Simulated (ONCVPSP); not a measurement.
# Scattering properties, ONCV potential for S

```
Element                 : sulfur (S)
Generator               : ONCVPSP 4.0.1
Type                    : optimised norm-conserving Vanderbilt (ONCV)
Functional              : PBEsol
Relativity              : scalar-relativistic
Frozen core             : [Ne]
Valence charge          : 6
Reference configuration : 3s2 3p4
Partial waves           : 3s: rc 1.25 bohr, ncon 4, nbas 8, qcut 5 1/bohr, 2 projectors, debl 3.4 Ha; 3p: rc 1.65 bohr, ncon 4, nbas 7, qcut 5.1 1/bohr, 2 projectors, debl 0.9 Ha; d scattering state at 0.07 Ha: rc 1.70 bohr, ncon 3, nbas 7, qcut 5.8 1/bohr, 1 projector
Local potential         : polynomial inside 1.20 bohr (lpopt 3, dvloc0 0 Ha)
Core correction         : Teter function fitted to the true core (icmod 2), fcfact 0.2
```

The phase is arctan(r·R′/R) of the radial function R(r), unwrapped; energies in Ha, scanned from -2 to 5 Ha. A pole is an energy at which the radial function vanishes at the test radius. The pseudo phase is shifted by a multiple of π to meet the all-electron one at the reference energy, and phase errors are pseudo minus all-electron; the curves can meet again beyond the range given. Levels narrower than the energy grid can be missing from the lists of poles.

| channel | radius (bohr) | reference energy (Ha) | poles, all-electron | poles, pseudo | unbroken range about the reference energy with phases within 0.05 rad | phase error 1 Ha above the reference energy (rad) |
| --- | --- | --- | --- | --- | --- | --- |
| s | 1.27 | -0.63 | 4.75 | 4.67 | the whole range | -0.001 |
| p | 1.67 | -0.26 | 1.80 | 1.80 | below 4.0 | -0.000 |
| d | 1.72 | 0.07 | 2.05 | 2.19 | below 2.7 | +0.009 |

Phases in the s channel:

```
E (Ha)  all-electron  pseudo
 -1.98         0.516   0.511
 -1.62         0.282   0.279
 -1.26        -0.007  -0.008
 -0.90        -0.317  -0.318
 -0.54        -0.597  -0.597
 -0.18        -0.817  -0.817
  0.18        -0.981  -0.982
  0.54        -1.103  -1.104
  0.90        -1.195  -1.196
  1.26        -1.266  -1.267
  1.62        -1.323  -1.323
  1.98        -1.369  -1.369
  2.34        -1.407  -1.407
  2.70        -1.440  -1.440
  3.06        -1.469  -1.469
  3.42        -1.494  -1.494
  3.78        -1.517  -1.518
  4.14        -1.538  -1.540
  4.50        -1.558  -1.561
  4.86        -1.576  -1.582
```
